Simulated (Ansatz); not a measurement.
The same ligand exchange along the group Mg, Zn, Cd.

Gas-phase electronic energies from Ansatz, PBE0-D4/def2-TZVP geometries. CBS: MP2 limit from def2 TZ/QZ plus the TZ coupled-cluster correction, frozen cores. This one scheme is used for every species. Functionals use def2-TZVPP. Elements past krypton have def2 core potentials. For Cd, Mg, Zn outer-core shells are correlated without core-valence functions, which leaves a few kJ/mol of doubt a bond. Scalar relativity is left out up to krypton. One conformer a species, not always the lowest.

```csv
reaction,CCSD(T)/CBS(def2) (kJ/mol)
`C[CH2][Mg][OH]` + H₂S → `[OH][Mg][SH]` + `CC`,-162
`C[CH2][Zn][OH]` + H₂S → `[OH][Zn][SH]` + `CC`,-120
`C[CH2][Cd][OH]` + H₂S → `[OH][Cd][SH]` + `CC`,?
```

Problem. Fill in the missing values. (An estimate is asked.)

Solution. The calculation gave: `C[CH2][Cd][OH]` + H₂S → `[OH][Cd][SH]` + `CC`: -116.5 kJ/mol.

Largest T1 diagnostic: 0.016, for `[OH][Zn][SH]`.
